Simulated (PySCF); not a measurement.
**A PySCF run on GaCl**

State: ³Π (triplet), unpaired electrons σ ↑, π ↑, a second solution, started from another occupation.

An equivalent input (the run itself took its basis sets from the Basis Set Exchange, started from a PBE0 density and held the occupation σ 12α 11β, πx 6α 5β, πy 5α 5β, δx 1α 1β, δy 1α 1β):

```python
from pyscf import gto, dft
mol = gto.M(atom='Ga 0 0 0; Cl 0 0 2.222', basis={'Ga': 'def2-TZVPP', 'Cl': 'def2-TZVPP'},
            charge=0, spin=2, verbose=4, symmetry='C2v')
mf = dft.UKS(mol, xc='PBE0')
mf.grids.atom_grid = (80, 434)
mf.grids.prune = dft.gen_grid.treutler_prune
mf.irrep_nelec = {'A1': (13, 12), 'A2': (1, 1), 'B1': (6, 5), 'B2': (5, 5)}
mf.conv_tol = 1e-9
mf.max_cycle = 60
mf.diis_space = 10
mf.kernel()
```

The log (some set-up lines and the per-cycle HOMO/LUMO lines removed):

```
******** <class 'pyscf.dft.uks_symm.SymAdaptedUKS'> ********
method = SymAdaptedUKS
damping factor = 0
level_shift factor = 0
DIIS = <class 'pyscf.scf.diis.CDIIS'>
diis_start_cycle = 1
diis_space = 10
diis_damp = 0
SCF conv_tol = 1e-09
SCF conv_tol_grad = None
SCF max_cycles = 60
number electrons alpha = 25  beta = 23
Set gradient conv threshold to 3.16228e-05
init E= -2384.58785145618
cycle= 1 E= -2384.60060515741  delta_E= -0.0128  |g|= 0.0148  |ddm|= 0.0382
cycle= 2 E= -2384.60058380851  delta_E= 2.13e-05  |g|= 0.0185  |ddm|= 0.0339
cycle= 3 E= -2384.60076103668  delta_E= -0.000177  |g|= 0.0029  |ddm|= 0.0175
cycle= 4 E= -2384.60076429136  delta_E= -3.25e-06  |g|= 0.00126  |ddm|= 0.00282
cycle= 5 E= -2384.60076525607  delta_E= -9.65e-07  |g|= 0.00037  |ddm|= 0.00136
cycle= 6 E= -2384.60076548166  delta_E= -2.26e-07  |g|= 0.000217  |ddm|= 0.00113
cycle= 7 E= -2384.60076551505  delta_E= -3.34e-08  |g|= 2.88e-05  |ddm|= 0.000377
cycle= 8 E= -2384.60076551599  delta_E= -9.39e-10  |g|= 5.71e-06  |ddm|= 7.41e-05
Extra cycle  E= -2384.60076551599  delta_E= -2.73e-12  |g|= 7.39e-06  |ddm|= 1.12e-05
converged SCF energy = -2384.60076551599  <S^2> = 2.0040029  2S+1 = 3.0026674
```

Repeating this along the bond gives Re = 2.161 Å and ωe = 388 cm⁻¹.

A point of this curve took 2.5 CPU seconds beside 0.48 for the integrals (shared host).

Spin–orbit coupling is left out. Counting both spins, an empty level lies below a filled one in this solution, because spin and occupation are held.
